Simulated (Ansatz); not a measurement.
## Nudged elastic band run: CH$_{5}$BClFO

input.yaml

```yaml
crystal:
  periodic: [false, false, false]
  atoms:
    - { symbol: B, position_ang: [-0.113909, -0.216109, 0.452921] }
    - { symbol: C, position_ang: [0.13378, 0.335253, 1.907311] }
    - { symbol: H, position_ang: [-0.682887, 0.090629, 2.601527] }
    - { symbol: H, position_ang: [1.073029, -0.05173, 2.333289] }
    - { symbol: H, position_ang: [0.2153, 1.433355, 1.880826] }
    - { symbol: F, position_ang: [0.915577, -0.171077, -0.457947] }
    - { symbol: Cl, position_ang: [-1.775775, 0.178572, -0.317451] }
    - { symbol: O, position_ang: [-0.280675, -1.984504, 0.615769] }
    - { symbol: H, position_ang: [0.267583, -2.333593, -0.120026] }
    - { symbol: H, position_ang: [-1.210621, -2.147196, 0.340484] }
basis:
  gaussian: { orbitals: def2-mTZVP }
hamiltonian:
  xc: pbe
  dispersion: d4
neb:
  order_check: false
  images: 6
  f_tol: 0.05
  max_iterations: 60
  climbing: false
  final_atoms:
    - { symbol: B, position_ang: [-0.30696741, -0.70417134, -0.78241516] }
    - { symbol: C, position_ang: [0.21293314, 0.0520639, 2.54758802] }
    - { symbol: H, position_ang: [-0.88163004, 0.05148531, 2.4827089] }
    - { symbol: H, position_ang: [0.51521686, 0.25927253, 3.58070465] }
    - { symbol: H, position_ang: [0.61860296, 0.82875296, 1.8881825] }
    - { symbol: F, position_ang: [0.75014603, 0.06467966, -1.03481189] }
    - { symbol: Cl, position_ang: [-1.93118946, 0.02773894, -0.83979945] }
    - { symbol: O, position_ang: [-0.1063184, -2.0162589, -0.50916502] }
    - { symbol: H, position_ang: [-0.93359677, -2.50302243, -0.34119123] }
    - { symbol: H, position_ang: [0.60420508, -0.92694063, 2.24490167] }
  initial_path:
    images:
      - { positions_ang: [[-0.113909, -0.216109, 0.452921], [0.13378, 0.335253, 1.907311], [-0.682887, 0.090629, 2.601527], [1.073029, -0.05173, 2.333289], [0.2153, 1.433355, 1.880826], [0.915577, -0.171077, -0.457947], [-1.775775, 0.178572, -0.317451], [-0.280675, -1.984504, 0.615769], [0.267583, -2.333593, -0.120026], [-1.210621, -2.147196, 0.340484]] }
      - { positions_ang: [[-0.11239626, -0.17052197, 0.31264459], [0.10473921, 0.2627314, 1.90578399], [-0.74733772, -0.01498433, 2.53487717], [1.01836605, -0.19083707, 2.31144501], [0.21189884, 1.34969764, 1.96819547], [0.93392117, -0.12581874, -0.5509708], [-1.77600684, 0.05612116, -0.46619655], [-0.2438347, -1.88451869, 0.61677551], [0.03123077, -2.31504122, -0.10080066], [-0.87917852, -1.83322816, 0.70494927]] }
      - { positions_ang: [[-0.11088351, -0.12493494, 0.17236819], [0.07569841, 0.1902098, 1.90425698], [-0.81178845, -0.12059766, 2.46822733], [0.9637031, -0.32994415, 2.28960102], [0.20849769, 1.26604027, 2.05556493], [0.95226534, -0.08056049, -0.6439946], [-1.77623868, -0.06632968, -0.61494209], [-0.2069944, -1.78453339, 0.61778201], [-0.20512145, -2.29648944, -0.08157531], [-0.54773604, -1.51926033, 1.06941454]] }
      - { positions_ang: [[-0.10937077, -0.07934791, 0.03209178], [0.04665762, 0.1176882, 1.90272997], [-0.87623917, -0.22621099, 2.4015775], [0.90904015, -0.46905122, 2.26775703], [0.20509653, 1.18238291, 2.1429344], [0.97060951, -0.03530223, -0.73701839], [-1.77647053, -0.18878052, -0.76368764], [-0.1701541, -1.68454808, 0.61878852], [-0.44147368, -2.27793767, -0.06234997], [-0.21629357, -1.20529249, 1.4338798]] }
      - { positions_ang: [[-0.13695054, -0.1490711, -0.14438481], [0.05796521, 0.07723261, 1.99419812], [-0.90463104, -0.23180295, 2.38460349], [0.8293527, -0.42462229, 2.44595926], [0.26271124, 1.09601119, 2.14398532], [0.94697652, -0.00162271, -0.81942766], [-1.79867259, -0.2103281, -0.83830884], [-0.14524602, -1.6890845, 0.45808366], [-0.61307079, -2.30214187, -0.093945], [0.0429673, -1.03097029, 1.70593947]] }
      - { positions_ang: [[-0.19362283, -0.33410452, -0.3570616], [0.10962119, 0.06884304, 2.17866142], [-0.89696404, -0.13737353, 2.41730529], [0.72464075, -0.19665735, 2.82420773], [0.38134182, 1.00692511, 2.05871772], [0.88136635, 0.02047808, -0.8912224], [-1.84284488, -0.13097242, -0.83880571], [-0.13227014, -1.79814263, 0.13566743], [-0.71991279, -2.36910206, -0.17636041], [0.23004656, -0.99629374, 1.88559354]] }
      - { positions_ang: [[-0.25029512, -0.51913793, -0.56973838], [0.16127717, 0.06045347, 2.36312472], [-0.88929704, -0.04294411, 2.4500071], [0.61992881, 0.03130759, 3.20245619], [0.49997239, 0.91783904, 1.97345011], [0.81575619, 0.04257887, -0.96301715], [-1.88701717, -0.05161674, -0.83930258], [-0.11929427, -1.90720077, -0.18674879], [-0.82675478, -2.43606224, -0.25877582], [0.41712582, -0.96161719, 2.06524761]] }
      - { positions_ang: [[-0.30696741, -0.70417134, -0.78241516], [0.21293314, 0.0520639, 2.54758802], [-0.88163004, 0.05148531, 2.4827089], [0.51521686, 0.25927253, 3.58070465], [0.61860296, 0.82875296, 1.8881825], [0.75014603, 0.06467966, -1.03481189], [-1.93118946, 0.02773894, -0.83979945], [-0.1063184, -2.0162589, -0.50916502], [-0.93359677, -2.50302243, -0.34119123], [0.60420508, -0.92694063, 2.24490167]] }
```

Run as:

```bash
$ ansatz run input.yaml --threads 4 --pin off --max-ram 5120MiB --backend cpu --events-out ev --progress --plain --runs-dir out
```

Output, in part (warnings, iteration lines, the closing report on the highest movable image, with atoms numbered from 0):

```
NEB end point (image 0): max|allowed force component| = 1.278e-2 eV/Å (the criterion of neb.relax_end_points is 1.000e-2)
NEB end point (image 7): max|allowed force component| = 2.799e-2 eV/Å (the criterion of neb.relax_end_points is 1.000e-2)
NEB iter   1: max|band force component| = 5.705e1 eV/Å  barrier→ = 9.5491 eV  barrier← = 10.5412 eV  Δτ_max = 0.2000 Å  (236 SCF iters)
NEB iter   2: max|band force component| = 6.910e0 eV/Å  barrier→ = 2.0594 eV  barrier← = 3.0515 eV  Δτ_max = 0.2000 Å  (217 SCF iters)
NEB iter   3: max|band force component| = 4.458e0 eV/Å  barrier→ = 1.2944 eV  barrier← = 2.2865 eV  Δτ_max = 0.2000 Å  (213 SCF iters)
NEB iter   4: max|band force component| = 2.697e0 eV/Å  barrier→ = 0.9763 eV  barrier← = 1.9684 eV  Δτ_max = 0.1851 Å  (201 SCF iters)
NEB iter   5: max|band force component| = 1.361e0 eV/Å  barrier→ = 0.7402 eV  barrier← = 1.7323 eV  Δτ_max = 0.1640 Å  (183 SCF iters)
NEB iter   6: max|band force component| = 7.195e-1 eV/Å  barrier→ = 0.6392 eV  barrier← = 1.6314 eV  Δτ_max = 0.1427 Å  (186 SCF iters)
NEB iter   7: max|band force component| = 5.392e-1 eV/Å  barrier→ = 0.5783 eV  barrier← = 1.5704 eV  Δτ_max = 0.1203 Å  (182 SCF iters)
NEB iter   8: max|band force component| = 4.177e-1 eV/Å  barrier→ = 0.5597 eV  barrier← = 1.5518 eV  Δτ_max = 0.0371 Å  (185 SCF iters)
NEB iter   9: max|band force component| = 9.780e-2 eV/Å  barrier→ = 0.5314 eV  barrier← = 1.5235 eV  Δτ_max = 0.0603 Å  (188 SCF iters)
NEB iter  10: max|band force component| = 7.261e-1 eV/Å  barrier→ = 0.5272 eV  barrier← = 1.5193 eV  Δτ_max = 0.0301 Å  (189 SCF iters)
NEB iter  11: max|band force component| = 7.144e-1 eV/Å  barrier→ = 0.5303 eV  barrier← = 1.5224 eV  Δτ_max = 0.0301 Å  (189 SCF iters)
NEB iter  12: max|band force component| = 3.342e-1 eV/Å  barrier→ = 0.5235 eV  barrier← = 1.5157 eV  Δτ_max = 0.0302 Å  (186 SCF iters)
NEB iter  13: max|band force component| = 4.035e-2 eV/Å  barrier→ = 0.5225 eV  barrier← = 1.5146 eV  Δτ_max = 0.0000 Å  (491 SCF iters)
Total energy: -19074.48189118 eV, -700.9742803528 hartree
Atom 0 at    -0.050076    -0.245827     0.207222 Å, force    -0.002076     0.529139     0.522460 eV/Å
Atom 1 at    -0.013427     0.116368     1.820325 Å, force    -0.035843     0.297044    -0.341714 eV/Å
Atom 2 at    -0.912358    -0.121588     2.420148 Å, force     0.046036    -0.001023    -0.256709 eV/Å
Atom 3 at     0.875666    -0.179842     2.416998 Å, force    -0.035051    -0.032385    -0.327137 eV/Å
Atom 4 at     0.030410     1.206897     1.775863 Å, force     0.002528     0.382580     0.295204 eV/Å
Atom 5 at     1.035616     0.142492    -0.511198 Å, force     0.009112     0.005621    -0.075345 eV/Å
Atom 6 at    -1.684373     0.101379    -0.594996 Å, force     0.002795    -0.064217    -0.032690 eV/Å
Atom 7 at     0.050819    -1.932219     0.305915 Å, force     0.018185     0.022132     0.510671 eV/Å
Atom 8 at    -0.842243    -2.299149     0.117577 Å, force     0.043517     0.069849     0.017961 eV/Å
Atom 9 at     0.051366    -1.654912     1.278849 Å, force    -0.049202    -1.208741    -0.312701 eV/Å
Dipole moment:    -0.103918    -0.590818     0.558334 e Å
```

The forces met the threshold. Neighbouring images differ by up to 1.3 eV, so the band resolves the path poorly. No image climbed, so the highest image needn't sit at the top of the path. A band with more images between the same ends climbed to 1.27 eV, so this one has probably stepped over the top. The orbitals stay closed-shell, which can raise the energy where a bond breaks towards radicals; this wasn't checked here.

Final band (atoms are numbered from 1 in the order of the input):

```json
{"image": "0", "path coordinate (Å)": "0.00", "energy (eV)": "0.00", "B1–C2 (Å)": "1.57", "O8–H10 (Å)": "0.98", "C2–H10 (Å)": "3.23"}
{"image": "1", "path coordinate (Å)": "0.89", "energy (eV)": "0.02", "B1–C2 (Å)": "1.58", "O8–H10 (Å)": "0.98", "C2–H10 (Å)": "2.87"}
{"image": "2", "path coordinate (Å)": "1.77", "energy (eV)": "0.04", "B1–C2 (Å)": "1.58", "O8–H10 (Å)": "0.98", "C2–H10 (Å)": "2.57"}
{"image": "3", "path coordinate (Å)": "2.66", "energy (eV)": "0.52", "B1–C2 (Å)": "1.65", "O8–H10 (Å)": "1.01", "C2–H10 (Å)": "1.85"}
{"image": "4", "path coordinate (Å)": "3.55", "energy (eV)": "0.47", "B1–C2 (Å)": "2.13", "O8–H10 (Å)": "1.67", "C2–H10 (Å)": "1.17"}
{"image": "5", "path coordinate (Å)": "4.43", "energy (eV)": "-0.82", "B1–C2 (Å)": "2.86", "O8–H10 (Å)": "2.22", "C2–H10 (Å)": "1.09"}
{"image": "6", "path coordinate (Å)": "5.32", "energy (eV)": "-0.98", "B1–C2 (Å)": "3.37", "O8–H10 (Å)": "2.77", "C2–H10 (Å)": "1.10"}
{"image": "7", "path coordinate (Å)": "6.21", "energy (eV)": "-0.99", "B1–C2 (Å)": "3.45", "O8–H10 (Å)": "3.05", "C2–H10 (Å)": "1.10"}
```

Run time: 110 s on 4 threads of Arm Neoverse V1, on a shared host, peak memory 0.23 GiB.
